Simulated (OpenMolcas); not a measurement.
# Zr2+: effect of the level shift or regulariser

| Property | Result |
| --- | --- |
| Program | OpenMolcas 26.06 |
| Basis | ANO-RCC-VQZP [8s7p5d3f2g1h] |
| Scalar Hamiltonian | DKH2, point nucleus |
| Active space | 2 electrons in 5 orbitals (4d) |
| State averaging | 2S+1 = 3 even, 10 roots; 2S+1 = 1 even, 15 roots |
| Spin-orbit coupling | RASSI with atomic mean-field integrals over the reference wave functions, term energies averaged over their components |

Methods on the same reference wave functions:
A. CASSCF
B. SS-CASPT2, IPEA 0.25 Eh, imaginary shift 0.1 Eh (closed shells correlated: 4s 4p)
C. SS-CASPT2, IPEA 0.25 Eh, sigma2 regulariser 0.3 Eh (closed shells correlated: 4s 4p)

Energies in cm⁻¹ above 4d² ³F₂, the measured ground level; measured values from Moore, Atomic Energy Levels, vol. II, NSRDS-NBS 35 (1971 reprint of NBS Circular 467, 1952); NIST levels as listed in Rynkun, Gaigalas and Jonsson, Astron. Astrophys. 637, A10 (2020).

| Level | A | B | C | Measured |
| --- | --- | --- | --- | --- |
| 4d² ³F₂ | 0.0 | 0.0 | 0.0 | 0.0 |
| 4d² ³F₃ | 674 | 708 | 695 | 681 |
| 4d² ³F₄ | 1500 | 1530 | 1517 | 1486 |
| 4d² ¹D₂ | 9162 | 5290 | 6290 | 5742 |
| 4d² ³P₀ | 10240 | 8630 | 8620 | 8062 |
| 4d² ³P₁ | 10496 | 8910 | 8900 | 8326 |
| 4d² ³P₂ | 11122 | 9420 | 9430 | 8838 |
| 4d² ¹G₄ | 13837 | 11250 | 11240 | 11049 |
| 4d² ¹S₀ | 32969 | 23530 | 24320 | 23979 |

Deviations, from unrounded energies. A percentage is the sum of absolute deviations over the sum of measured energies, with the sign that they share, or ± where signs differ.

```csv
Against measurement,Levels,A,B,C
mean absolute deviation (cm-1),8,2700,360,360
fine structure of the ground term (%),2,±0.9,+3.3,+2.1
other terms of the ground configuration (%),6,+33.1,±4.3,+4.3
```

B, C lie about equally close to measurement and A furthest from it. The largest miss of C in the table is 4d² ³P₂, by +600 cm-1. The ranking rests on the paired levels alone, and a cruder setting can come out closer through cancelling errors.

Between B and C the level of the table that moves most is 4d² ¹D₂, by 1000 cm-1 (lowest in B, highest in C). Moves below CASPT2's spread within the term are not significant.

The two smallest mean deviations differ by little beside CASPT2's spread within terms, so their order carries little weight.

From A to B the spin-free energies of the other terms of 4d² shown, above ³F, scale by factors of 0.52 to 0.83.

The lowest spin-free term lies below A's lowest term by 0.284 hartree in B, 0.284 hartree in C.

Term energies are means over components that CASPT2 splits; among the terms shown or strongly mixed into the levels shown the widest spread is 640 cm-1 (4d² ¹G, B). Levels of configurations with an s electron are missing; early in the row they begin among the upper levels of the d shell and mix with terms of their name. Without dynamic correlation excited terms often stand tens of per cent too high (terms of higher spin than the ground term too low), and those without a measured partner can miss by more than the paired ones (holds for A). Some levels mix across a computed gap that differs much from the measured one, so their mixing is not that of the real levels (holds for A). Computed and measured levels are paired by configuration, term and J; levels that our copy of the source lacks, or whose pairing is in doubt (as where it misses far off the trend of its configuration), stay unpaired and out of the deviations. Only configurations of the active space appear.
